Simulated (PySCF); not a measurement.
## Static response to an electric field

H₆O₃Si₃.
Numbering: `[OH:1][SiH:2]1[O:3][SiH2:4][SiH2:5][O:6]1` (hydrogens: H7 on O1; H8 on Si2; H9, H10 on Si4; H11, H12 on Si5)

Geometry (GFN2-xTB, Å), atoms numbered from 1 in this order:
```xyz
12
H6O3Si3 angstrom
O     -2.4487    0.0849    1.1008
Si    -1.3542   -0.4485    0.0494
O     -0.0430   -1.0845    0.7834
Si     1.5112   -0.6632    0.4381
Si     0.9021    1.0099   -1.0445
O     -0.7127    0.7536   -0.8484
H     -2.2291    0.7457    1.7536
H     -2.0053   -1.4253   -0.7840
H      2.1195   -1.8919   -0.0788
H      2.0624   -0.3134    1.7511
H      1.1329    0.8139   -2.4780
H      1.0662    2.4180   -0.6687
```

Level: CAM-B3LYP/def2-SVPD (PySCF), static field, nuclei fixed, core orbitals frozen in the response. The polarisability tensor in these axes (au):

```
x   82.14 -0.69 -0.06
y   -0.69 78.95 -5.32
z   -0.06 -5.32 77.92
```

Q: Diagonalise the tensor; give its mean and Δα, where Δα² is half the sum of the squared differences of the eigenvalues.

A: Principal values 73.06, 82.04 and 83.91 au; mean 79.67 au = 11.81 Å³ = 13.14 × 10⁻⁴⁰ C²·m²/J; Δα = 10.04 au (13 % of the mean).

Q: What is the dipole moment, and where does it point?

A: (2.05, 1.02, 0.30) D, 2.31 D in size, pointing from the negative to the positive side. Measured along this direction, the outermost atoms are H8 at the negative end and H12 and H10 at the positive end.

Q: Refractivity n − 1 of an ideal gas of it at 298.15 K and 1 atm, from the electronic α?

A: N = p/kT = 2.4615 × 10¹⁹ cm⁻³, so n − 1 = 2π × N × 11.81 × 10⁻²⁴ cm³ = 1826 × 10⁻⁶ at long wavelengths.

Q: Orientational against electronic polarisability at 400 K (dilute gas, rigid molecules)?

A: In Gaussian units μ²/3kT = 32.10 Å³ against 11.81 Å³, a ratio of 2.72; the Debye molar polarisation (4π/3)N_A(α + μ²/3kT) is 110.8 cm³/mol, leaving out the vibrational part.

Q: Rayleigh depolarisation ratio (linearly polarised light, static tensor)?

A: ρ = 3Δα²/(45ᾱ² + 4Δα²) = 302.4/(285638 + 403.2) = 0.00106.

Q: Give the principal axes and the span of the nuclei along them.

A: Largest value along (-0.26, 0.72, -0.64), where the nuclei span 3.78 Å; middle along (0.96, 0.16, -0.22), 4.35 Å; least along (0.06, 0.67, 0.74), 3.32 Å. The strongest response doesn't lie along the longest of the three spans.

Q: In TDDFT the mean static polarisability is Σ f/ω² over all singlet excitations (ω in hartree). How much of it do the 8 lowest give? Their energies (eV) and oscillator strengths: 6.11, 0.0232; 6.90, 0.0001; 7.15, 0.0027; 7.32, 0.0474; 7.64, 0.1586; 7.73, 0.0004; 8.15, 0.1189; 8.20, 0.0462.

A: They add up to 5.01 au, 6.3 % of the 79.67 au; the largest single term is 2.01 au, from the state at 7.64 eV. Terms in order: 0.46, 0.00, 0.04, 0.65, 2.01, 0.01, 1.33, 0.51 au. Higher excitations give the rest. The strengths listed sum to 0.398.

Isolated species at its GFN2-xTB geometry (one conformer only).
